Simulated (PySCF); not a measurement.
The same groups moved round the core (styrene methoxy). All species are isolated molecules in the gas phase. One relaxed conformer stands for each flexible species; it need not be the lowest. Strings in code marks are SMILES.

The S1 excitation (TDA) from two functionals at the same geometries (B3LYP-D3(BJ)/def2-SVP), both in PySCF: PBE-D3(BJ)/def2-TZVP and B3LYP-D3(BJ)/def2-TZVP. B3LYP has the VWN-RPA correlation part, as in Gaussian. Excitations are Tamm–Dancoff values on a coarser integration grid. The basis has no diffuse functions, so Rydberg states are missing or too high.

| species | PBE-D3(BJ)/def2-TZVP (eV) |
|---|---|
| `C=Cc1ccc(OC)cc1` (C–C–C–C torsion -1°, C–C–O–C torsion -180°) | 4.25 |
| `C=Cc1cccc(OC)c1` (C–C–C–C torsion 0°, C–C–O–C torsion 0°) | 3.98 |
| `C=Cc1ccccc1OC` (C–C–C–C torsion 10°, C–C–O–C torsion -179°) | 3.97 |

Problem. What does B3LYP-D3(BJ)/def2-TZVP give for each?

Solution. 
- `C=Cc1ccc(OC)cc1` (C–C–C–C torsion -1°, C–C–O–C torsion -180°): 4.58
- `C=Cc1cccc(OC)c1` (C–C–C–C torsion 0°, C–C–O–C torsion 0°): 4.46
- `C=Cc1ccccc1OC` (C–C–C–C torsion 10°, C–C–O–C torsion -179°): 4.38
Over these rows, drawn at random from the members with no instability flagged (it was tested for open shells, ions and some series alone), PBE minus B3LYP-D3(BJ): mean -0.41 eV, from -0.48 eV to -0.33 eV.
